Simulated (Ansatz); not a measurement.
A run for Ansatz (a first-principles code): R-CCSD(T)/cc-pVTZ on CH5BSe (SMILES CB[SeH]), a point of a torsion scan. The run froze 16 orbitals, filled d shells among them.

Ansatz 0.2 input:
```yaml
crystal:
  periodic: [false, false, false]
  atoms:
    - {symbol: C, position_ang: [-0.92570911, -0.16706906, 0.11479026]}
    - {symbol: B, position_ang: [0.33758348, 0.74404804, -0.09315294]}
    - {symbol: Se, position_ang: [2.07272447, -0.01772555, -0.06264101]}
    - {symbol: H, position_ang: [-1.60044293, -0.09306752, -0.73829260]}
    - {symbol: H, position_ang: [-0.69485111, -1.22171228, 0.26183947]}
    - {symbol: H, position_ang: [-1.50443569, 0.16644477, 0.97656742]}
    - {symbol: H, position_ang: [0.23014283, 1.89652193, -0.26828421]}
    - {symbol: H, position_ang: [2.85516259, 1.17324398, -0.28992979]}
basis:
  gaussian:
    orbitals: cc-pVTZ
magnetization: {spin_polarized: false}
correlation: {method: ccsd_t, electrons: outside_noble_gas}
scf: {lower_state_search: off}
```

The log:

```
WARN ansatz: RAYON_NUM_THREADS=1 ignored (pool sized by the plan → 1); use --threads N
Functional definition: HF
these checks for a lower state are left out or cut short: stability, starts, cluster_reference, orbital_swaps, neighbouring_geometries, increment
integrals: 0.53 GiB planned
1002 factors; integrals over basis functions are off by at most 1.5e-3 eV
mean field: 0.49 GiB planned
mean field evaluation 1: about -67084.6398 eV, gradient 2.6e1 eV
mean field evaluation 2: about -67084.7561 eV, gradient 2.6e1 eV
mean field evaluation 4: about -67086.8429 eV, gradient 2.7e0 eV
mean field evaluation 8: about -67086.8796 eV, gradient 1.9e-1 eV
mean field -67086.87983630 eV, -2465.3973608636 hartree, gradient 1.6e-6 eV, S^2 0.000000; 0 other end points of the search recorded, 0 dependent functions left out
16 core orbitals not correlated
reference -67086.87983630 eV, -2465.3973608636 hartree; 9, 9 occupied and 148, 148 virtual orbitals, 1002 factors
second order -11.93545430 eV of doubles, -0.00000000 eV of singles
coupled cluster: 1.31 GiB planned
cycle   1  -12.69209693 eV  change   -7.6e-1 eV  update   7.9e-2
cycle   2  -13.01597026 eV  change   -3.2e-1 eV  update   2.3e-2
cycle   3  -13.07337928 eV  change   -5.7e-2 eV  update   1.3e-2
cycle   4  -13.06849138 eV  change    4.9e-3 eV  update   4.6e-3
cycle   5  -13.06737834 eV  change    1.1e-3 eV  update   2.1e-3
cycle   6  -13.06731898 eV  change    5.9e-5 eV  update   6.1e-4
cycle   7  -13.06735238 eV  change   -3.3e-5 eV  update   1.6e-4
cycle   8  -13.06740447 eV  change   -5.2e-5 eV  update   4.5e-5
cycle   9  -13.06740095 eV  change    3.5e-6 eV  update   1.5e-5
perturbative correction -0.52278967 eV, -0.0192121662 hartree
Total energy: -67100.47002693 eV, -2465.8967911574 hartree
Checks for a lower state left out: stability, starts, cluster_reference, orbital_swaps, neighbouring_geometries, increment
```

The calculation finished and met its thresholds.

Cost: very roughly 21 core-seconds.
